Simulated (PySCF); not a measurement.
Working out the ionisation energy of O+

O+ [He] 2s2 2p3 (4S) → O(2+) [He] 2s2 2p2 (3P). Computed with PySCF 2.14 in aug-cc-pVTZ (5s4p3d2f, 46 functions), with no relativity, point nucleus. Frozen: 1s2. Energies in hartree (1 hartree = 27.21139 eV):

| part | O+ (lower) | O(2+) (upper) |
| --- | --- | --- |
| UHF | -74.370750 | -73.100461 |
| MP2 opposite-spin | -0.069179 | -0.062192 |
| MP2 same-spin | -0.029269 | -0.013086 |

Problem. What does Hartree-Fock give?

Solution. (-73.100461) − (-74.370750) = 1.270289 hartree = 34.566 eV.

Problem. What do MP2 and SCS-MP2 (6/5 opposite-spin, 1/3 same-spin) give?

Solution. The opposite-spin parts differ by 0.190 eV and the same-spin parts by 0.440 eV. MP2: 34.566 + (0.190) + (0.440) = 35.196 eV. SCS-MP2: 34.566 + 1.2 × (0.190) + (0.440)/3 = 34.941 eV.

A first-order spin-orbit estimate adds -0.027 eV to MP2 (valence), giving 35.169 eV against 35.121 eV (measured; NIST Atomic Spectra Database, ionization energies).

What remains against the reference includes basis incompleteness, the frozen core and correlation beyond second order.
